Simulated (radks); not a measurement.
Problem. Neutral antimony, [Kr] 4d10 5s2 5p3. Calculated with a radial shooting solver on a logarithmic mesh with Libxc functionals: non-relativistic Kohn-Sham, exchange-only LDA, spin-polarised, spherical densities, point nucleus. Every spin shell is full or empty, so the densities are truly spherical. Functionals are evaluated on that one density, not self-consistently. Rank these exchange functionals by their error against the exact value of the orbitals, and give that value: LDA, PBEsol, PW86, WC, SOGGA, B86b, G96, TPSS, MS2.

Solution. Exact: -163.596 hartree. From best to worst, with 100 (|E| - |E exact|)/|E exact| (equal figures are ties): B86b 0.00, PW86 -0.20, TPSS -0.29, G96 +0.35, MS2 -0.59, WC -0.85, PBEsol -2.25, SOGGA -2.26, LDA -4.81.
